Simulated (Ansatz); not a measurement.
Stepwise reaction of `[OH][Al]([Cl])[Cl]` with hydrogen sulfide, as a gas-phase model of exchange steps in deposition or etching. ΔE in kJ/mol; ΔG adds harmonic PBE0-D4 terms to CCSD(T)/CBS, at 1 bar.

Isolated molecules relaxed with PBE0-D4/def2-TZVP in Ansatz; ΔE leaves out vibrations. CCSD(T)/CBS is the MP2 limit (def2-TZVPP, def2-QZVPP) plus CCSD(T) − MP2 in def2-TZVPP, frozen cores. This one scheme is used for every species. Functionals use def2-TZVPP. B3LYP here is the variant with VWN-RPA as its local correlation; programs differ in this. Each species was taken in one conformer, which may not be the lowest.

| step | reaction | PBE-D4 | B3LYP-D4 | ωB97M-V | CCSD(T)/CBS | ΔG(500 K) |
| --- | --- | --- | --- | --- | --- | --- |
| 1 | `[OH][Al]([Cl])[Cl]` + H₂S → `[OH][Al]([SH])[Cl]` + HCl | 38.5 | 45.1 | 45.6 | 44.4 | 47.6 |
| 2 | `[OH][Al]([SH])[Cl]` + H₂S → `[OH][Al]([SH])[SH]` + HCl | 47.8 | 54.1 | 54.8 | 52.4 | 52.3 |

Question: By hand: ΔE of the 2 steps together at CCSD(T)/CBS.

Answer: (44.4) + (52.4) = 96.8 kJ/mol, or 48.4 kJ/mol a step.

In ΔE each step is higher than the one before. All are uphill at CCSD(T)/CBS. ΔG lies between 47.6 and 52.3 kJ/mol a step. PBE-D4 differs from CCSD(T)/CBS by -5.9 to -4.6 kJ/mol a step. Isolated molecules leave out the surface, adducts and barriers. Largest T1 diagnostic: 0.012.
